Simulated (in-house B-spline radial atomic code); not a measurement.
Orbital energies and mean radii along the 5-electron series, configuration 1s2 2s2 2p1/2(1). The effective charge is n√(-2ε), a non-relativistic measure. Computed with a B-spline radial code for spherical atoms: Dirac-Hartree-Fock, jj configuration that fills j = l - 1/2 first, finite nuclei.

| ion | Z | energy of 2p1/2 (Eh) | mean radius of 2p1/2 (bohr) | energy of 2s1/2 (Eh) | mean radius of 2s1/2 (bohr) | energy of 1s1/2 (Eh) | mean radius of 1s1/2 (bohr) | effective charge of 2p1/2 |
| --- | --- | --- | --- | --- | --- | --- | --- | --- |
| Mo37+ | 42 | -194.68 | 0.1212 | -197.72 | 0.14439 | -850.16 | 0.034959 | 39.465 |
| Tc38+ | 43 | -205.12 | 0.11797 | -208.25 | 0.14064 | -893.44 | 0.034083 | 40.509 |
| Ru39+ | 44 | -215.85 | 0.1149 | -219.08 | 0.13707 | -937.88 | 0.033245 | 41.555 |
| Rh40+ | 45 | ? | ? | ? | ? | ? | ? | ? |
| Pd41+ | 46 | -238.21 | 0.10915 | -241.64 | 0.13038 | -1030.27 | 0.031676 | 43.655 |
| Ag42+ | 47 | -249.85 | 0.10646 | -253.38 | 0.12725 | -1078.24 | 0.030939 | 44.708 |
| Cd43+ | 48 | -261.8 | 0.10388 | -265.43 | 0.12424 | -1127.4 | 0.030233 | 45.764 |
| In44+ | 49 | -274.05 | 0.10141 | -277.79 | 0.12136 | -1177.77 | 0.029554 | 46.823 |
| Sn45+ | 50 | -286.63 | 0.099038 | -290.46 | 0.1186 | -1229.36 | 0.028901 | 47.885 |
| Sb46+ | 51 | -299.51 | 0.096756 | -303.46 | 0.11594 | -1282.17 | 0.028273 | 48.95 |
| Te47+ | 52 | -312.72 | 0.09456 | -316.78 | 0.11338 | -1336.22 | 0.027668 | 50.018 |
| I48+ | 53 | ? | ? | ? | ? | ? | ? | ? |
| Xe49+ | 54 | -340.11 | 0.090409 | -344.4 | 0.10855 | -1448.08 | 0.026522 | 52.162 |
| Cs50+ | 55 | -354.31 | 0.088443 | -358.71 | 0.10625 | -1505.92 | 0.025978 | 53.239 |
| Ba51+ | 56 | -368.83 | 0.086546 | -373.35 | 0.10404 | -1565.04 | 0.025453 | 54.32 |
| La52+ | 57 | -383.7 | 0.084712 | -388.34 | 0.10191 | -1625.47 | 0.024945 | 55.404 |
| Ce53+ | 58 | ? | ? | ? | ? | ? | ? | ? |
| Pr54+ | 59 | -414.47 | 0.081225 | -419.36 | 0.097846 | -1750.27 | 0.023978 | 57.583 |
| Nd55+ | 60 | -430.38 | 0.079564 | -435.4 | 0.095912 | -1814.68 | 0.023517 | 58.678 |
| Pm56+ | 61 | -446.65 | 0.077955 | -451.8 | 0.094038 | -1880.44 | 0.02307 | 59.777 |
| Sm57+ | 62 | -463.29 | 0.076395 | -468.57 | 0.092222 | -1947.57 | 0.022637 | 60.879 |

Problem. Fill in the row of Rh40+.

Solution. energy of 2p1/2 (Eh): -226.88; mean radius of 2p1/2 (bohr): 0.11196; energy of 2s1/2 (Eh): -230.21; mean radius of 2s1/2 (bohr): 0.13365; energy of 1s1/2 (Eh): -983.48; mean radius of 1s1/2 (bohr): 0.032443; effective charge of 2p1/2: 42.603.

Problem. Fill in the row of I48+.

Solution. energy of 2p1/2 (Eh): -326.25; mean radius of 2p1/2 (bohr): 0.092446; energy of 2s1/2 (Eh): -330.42; mean radius of 2s1/2 (bohr): 0.11092; energy of 1s1/2 (Eh): -1391.52; mean radius of 1s1/2 (bohr): 0.027084; effective charge of 2p1/2: 51.088.

Problem. Fill in the row of Ce53+.

Solution. energy of 2p1/2 (Eh): -398.91; mean radius of 2p1/2 (bohr): 0.08294; energy of 2s1/2 (Eh): -403.68; mean radius of 2s1/2 (bohr): 0.099843; energy of 1s1/2 (Eh): -1687.2; mean radius of 1s1/2 (bohr): 0.024454; effective charge of 2p1/2: 56.492.

Problem. How does the screening of 2p1/2 change?

Solution. Z less the effective charge goes from 2.54 at Z = 42 to 1.12 at Z = 62.
